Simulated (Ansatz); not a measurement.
Relaxation of Cl$_{3}$H$_{2}$InO (7 atoms, charge 0, multiplicity 1), to a largest force component of 0.03 eV/Å in at most 50 steps.

These are results of RKS PBE0-D4/def2-SVP (Ansatz 0.2.0), not measurements.

```xyz
7
Properties=species:S:1:pos:R:3:forces:R:3
In 0.179 0.621 -0.559 0.02 0.54 0.99
O 0.028 -0.040 2.538 0.12 0.89 -0.59
H -0.890 -0.154 2.811 0.01 0.00 -0.01
Cl 2.113 -0.381 -1.346 0.00 0.00 0.00
Cl -1.949 -0.106 -1.137 0.01 0.00 0.01
Cl 0.344 2.687 0.676 -0.05 -0.66 -0.42
H 0.153 0.937 2.550 -0.10 -0.77 0.03
```

Q: Where does it end, and by what steps?

A: The forces met the threshold. After 9 steps the energy has fallen by 0.613 eV; H3 moved furthest, 0.66 Å. Joined: In1–O2 (3.17 → 2.29 Å).

```csv
step,energy less start (eV),largest force component (eV/Å),accepted
0,0.0000,0.987,yes
1,-0.1875,1.211,yes
2,-0.3985,1.080,yes
3,-0.5034,1.064,yes
4,-0.5646,0.971,yes
5,-0.5989,0.134,yes
6,-0.6041,0.202,yes
7,-0.6089,0.123,yes
8,-0.6122,0.104,yes
9,-0.6132,0.018,yes
```

```xyz
7
Properties=species:S:1:pos:R:3
In 0.205 0.673 -0.160
O 0.039 0.040 2.039
H -0.847 -0.333 2.172
Cl 2.055 -0.450 -1.018
Cl -1.957 -0.135 -0.587
Cl 0.413 2.909 0.533
H 0.070 0.861 2.554
```

Whether the end is a true minimum wasn't checked by a vibrational analysis.

Run time: 30 s on 2 threads of Arm Neoverse V2 (shared host), peak memory 0.26 GiB.
